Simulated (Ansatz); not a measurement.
Al₇N₇⁺, relaxed as a doublet with UKS r2SCAN-D4/def2-SVP in Ansatz, starting from the r2SCAN-D4/def2-SVP geometry of the neutral singlet. Force threshold 0.03 eV/Å.

The relaxed charge 1 doublet is spin-contaminated (final ⟨S²⟩ up to 1.28, 0.75 for a pure state).

Start:

Cartesian coordinates in Å:
```
Al 0.499 -3.237 0.488
Al 0.419 1.892 -3.165
Al 0.604 -1.174 -1.318
Al -0.214 1.256 -0.858
Al -0.442 0.690 1.675
Al -0.286 -1.832 2.745
Al -0.568 3.652 -0.340
N 0.891 -2.897 -1.173
N 0.109 -3.414 2.165
N 0.658 0.364 -2.324
N -0.434 2.910 -1.964
N -0.626 -0.183 3.184
N -0.421 2.283 0.758
N -0.188 -0.311 0.127
```

Q: Estimate the energy that the relaxation releases and the steps that it takes.

A: 0.10 eV, in 6 steps; 48 s on 2 threads of AMD EPYC 7R13 on a shared host and a share (18 GiB) of an NVIDIA H100 80GB HBM3. No frequencies were taken in this run, so the end may be a saddle point.

Q: Does the start keep its bonding and symmetry?

A: By distances, no bond broke or formed. The bond that changes most is Al4–N14, from 1.85 to 1.90 Å (atoms count from 1). Point group Cs at the start, Cs at the end, both within 0.05 Å.

Q: Predict the relaxed structure.

A: 
| atom | x (Å) | y (Å) | z (Å) |
| --- | --- | --- | --- |
| Al1 | 0.524 | -3.296 | 0.493 |
| Al2 | 0.354 | 1.883 | -3.209 |
| Al3 | 0.552 | -1.164 | -1.356 |
| Al4 | -0.070 | 1.303 | -0.836 |
| Al5 | -0.499 | 0.712 | 1.656 |
| Al6 | -0.282 | -1.858 | 2.803 |
| Al7 | -0.645 | 3.664 | -0.348 |
| N8 | 0.846 | -2.908 | -1.179 |
| N9 | 0.154 | -3.416 | 2.182 |
| N10 | 0.496 | 0.330 | -2.387 |
| N11 | -0.182 | 2.970 | -1.913 |
| N12 | -0.673 | -0.197 | 3.174 |
| N13 | -0.592 | 2.272 | 0.732 |
| N14 | 0.018 | -0.295 | 0.190 |
Bond lengths (bridged metal pairs left out): 18 × Al–N 1.73 to 1.99 Å.
